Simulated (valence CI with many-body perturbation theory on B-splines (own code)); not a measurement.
Pm XII: magnetic and hyperfine properties of the levels

Calculated by relativistic CI+MBPT: four valence electrons over a frozen Dirac-Fock core [Kr] 4d10, radial functions for each j: 7 s, 7 p, 7 d, 7 f, 4 g, 2 h, with the one-electron correlation potential Σ1 (screened to all orders), the two-electron term Σ2, the three-electron term Σ3, Breit, model QED; selected single and double excitations, second order for the rest, scaled by the run's own slope (own B-spline code, finite nucleus).

No measured levels were compared; by estimate terms of the open shell hold to a few per cent of their energy, and close levels can change places; configurations with another count of f electrons can be misplaced by thousands of cm⁻¹.

A/g_I is the dipole constant over the nuclear g factor μ/I (μ in nuclear magnetons, uniformly magnetised nucleus), B/Q the quadrupole constant per barn. Both hold the static response of the core; the bare values leave it out. Large factors of s and p1/2 electrons are usually good to 5 to 10 %; those of open d and f shells near neutrality can be off by tens of per cent, and small factors of p3/2, d and f electrons come from cancelling terms and can be off by a factor of two or in sign, in half-filled shells by more. B is blank for J = 1/2, where it vanishes, and for nearly pure S terms. Energies count from the lowest level. Levels with J = 0 are left out.

Names give the largest LS component (configuration and term), which can be under half, so a name can repeat, a term be missing and a line seem to break the LS rules; names also repeat where a configuration has a term twice. Letters in brackets count levels of one name in rising energy.

```tsv
Level	E (cm⁻¹)	g	A/g_I (MHz)	A/g_I bare	B/Q (MHz/b)	B/Q bare
4f2 5s2 3H_4	0.0	0.806	970	926	1340	1100
4f2 5s2 3H_5	3832	1.032	699	798	1430	1150
4f2 5s2 3H_6	7731	1.165	543	728	1600	1280
4f2 5s2 3F_2	7942	0.675	977	785	-400	-325
4f2 5s2 3F_3	10500	1.082	622	746	-398	-332
4f2 5s2 3F_4	10961	1.140	635	831	-112	-105
4f2 5s2 1G_4	16194	1.101	565	686	-17.8	-12.1
4f2 5s2 1D_2	27370	1.038	669	757	-905	-735
4f2 5s2 1I_6	34031	1.000	696	762	3120	2520
4f2 5s2 3P_1	34867	1.500	0.464	334	474	382
4f2 5s2 3P_2	37024	1.451	353	785	-967	-780
4f 5s2 5p 3G_3	55477	0.848	5890	5570	-350	-428
4f 5s2 5p 3F_2	59900	0.817	-3470	-3120	-842	-850
4f 5s2 5p 3F_3	62394	1.154	-2940	-2520	-922	-978
4f 5s2 5p 3G_4	64683	1.110	4180	4050	-1710	-1710
4f 5s2 5p 1F_3	101010	0.946	2040	1880	275	185
4f 5s2 5p 3F_4	105710	1.156	1750	1720	3790	3340
4f 5s2 5p 3D_2	108530	0.968	980	908	-3840	-3490
4f 5s2 5p 3D_3	111120	1.215	393	542	-4010	-3700
4f 5s2 5p 3G_5	111950	1.199	1710	1660	10300	9140
4f 5s2 5p 3D_1	113700	0.497	-1490	-1090	1250	1100
4f 5s2 5p 1G_4	116790	1.032	1990	1850	7000	6210
4f 5s2 5p 1D_2	122370	1.045	-1140	-668	3590	3160
4f3 5s 5I°_4	124430	0.603	-9000	-8480	474	386
4f3 5s 5I°_5	126090	0.900	-171	-100	457	360
4f3 5s 5I°_6	128080	1.070	3760	3660	492	378
4f3 5s 5I°_7	130310	1.177	5700	5530	563	425
4f3 5s 5I°_8	132720	1.248	6750	6550	659	494
4f3 5s 3I°_5 [a]	140670	0.848	3790	3530	498	405
4f3 5s 5F°_1	141500	0.017	-23700	-22600	-180	-142
4f3 5s 5F°_2	142270	1.005	2850	2750	-106	-88.4
4f3 5s 5F°_3	143340	1.246	7900	7610	-254	-212
4f3 5s 5S°_2	144130	1.981	24900	23900		
4f3 5s 3I°_6 [a]	144210	1.027	-1120	-882	571	446
4f3 5s 5F°_4	144410	1.314	8490	8230	-584	-478
4f3 5s 5F°_5	145220	1.332	10200	9840	-872	-705
4f3 5s 3H°_4 [a]	146580	0.854	-7620	-7010	-166	-128
4f3 5s 3I°_7 [a]	147790	1.139	-3850	-3320	673	513
```

(1) Take the isotope of mass number 147, with I = 7/2, μ = 2.58 μN and Q = 0.74 b. What is the hyperfine structure of 4f2 5s2 3H_6?

Results:

(1) From the table A = 401 MHz, B = 1190 MHz. Shifts from the centre of gravity in MHz: F = 5/2: -9350, F = 7/2: -8150, F = 9/2: -6560, F = 11/2: -4550, F = 13/2: -2070, F = 15/2: 933, F = 17/2: 4510, F = 19/2: 8720.
